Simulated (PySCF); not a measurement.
Vertical excitations of a molecule C₅H₃N₃ from TDA-ωB97X/def2-SVPD run with PySCF, as energy in eV (oscillator strength): 4.57 (0.000), 4.76 (0.008), 5.82 (0.025), 6.17 (0.003), 6.35 (0.361), 6.40 (0.000), 6.53 (0.000), 7.58 (0.058), 7.84 (0.000), 8.03 (0.495). Lowest triplet (TDA): 4.09 eV. Geometry optimised at B3LYP-D3(BJ)/def2-SVP. The values are those of a single conformer.

Question: Pick the molecule that these values belong to.
(A) N#Cc1cnccn1
(B) N#Cc1ccncn1
(C) N#Cc1cncnc1
(D) N#Cc1ncccn1

Answer: D, N#Cc1ncccn1
